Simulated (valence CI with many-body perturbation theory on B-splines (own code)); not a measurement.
**Energy levels of Ta XLI**

Computed by valence CI with perturbative core correlation (CI+MBPT): five valence electrons over a frozen Dirac-Fock core [Ar] 3d10, a basis of 9 s, 9 p, 8 d, 6 f, 3 g, 1 h functions for each j, with the one-electron correlation potential Σ1, the two-electron term Σ2, the three-electron term Σ3, Breit, model QED; selected CI, second order for the rest (own B-spline code, finite nucleus).

No measured spectrum was set against this ion. As an estimate, large intervals hold to a few tenths of a per cent, small ones and those within an open d or f shell to about a per cent. Among the levels kept, up to 270 cm⁻¹ of a level comes from second order outside the variational space, and about a tenth of that is noise between levels of different J, which matters for small intervals.

Levels 46 to 51 of 51, with energies above the lowest level, (4s^2 4p1/2^2 4p3/2) J=3/2. "Leading %" is the weight of the configuration and term that name the level; weights of strongly mixed levels are sums over their largest components and can fall short. In the jj column 3d3/2^4 stands for four electrons in 3d with j = 3/2.

```json
{"No.": "46", "Configuration": "4s2 4p2 4f", "Term": "2F°", "J": "7/2", "E (eV)": "348.17", "Leading %": "20", "g": "1.215", "Second component": "14 % 4s2 4p2 4f 4D°", "Leading jj": "4s^2 4p1/2^2 4f7/2 (67 %)"}
{"No.": "47", "Configuration": "4s 4p3 4d", "Term": "4D°", "J": "5/2", "E (eV)": "352.04", "Leading %": "30", "g": "1.377", "Second component": "18 % 4s 4p3 4d 4P°", "Leading jj": "4s 4p1/2^2 4p3/2 4d5/2 (92 %)"}
{"No.": "48", "Configuration": "4s2 4p2 4f", "Term": "4G°", "J": "5/2", "E (eV)": "354.07", "Leading %": "14", "g": "0.914", "Second component": "12 % 4s2 4p2 4f 2F°", "Leading jj": "4s 4p1/2^2 4p3/2 4d3/2 (44 %)"}
{"No.": "49", "Configuration": "4p5", "Term": "2P°", "J": "3/2", "E (eV)": "355.10", "Leading %": "18", "g": "1.203", "Second component": "14 % 4s 4p3 4d 2D°", "Leading jj": "4s 4p1/2^2 4p3/2 4d5/2 (68 %)"}
{"No.": "50", "Configuration": "4s2 4p2 4d", "Term": "2D", "J": "5/2", "E (eV)": "355.37", "Leading %": "77", "g": "1.204", "Second component": "14 % 4s2 4p2 4d 4D", "Leading jj": "4s^2 4p3/2^2 4d5/2 (98 %)"}
{"No.": "51", "Configuration": "4s 4p3 4d", "Term": "2F°", "J": "7/2", "E (eV)": "360.03", "Leading %": "37", "g": "1.177", "Second component": "18 % 4s 4p3 4d 2G°", "Leading jj": "4s 4p1/2^2 4p3/2 4d5/2 (77 %)"}
```
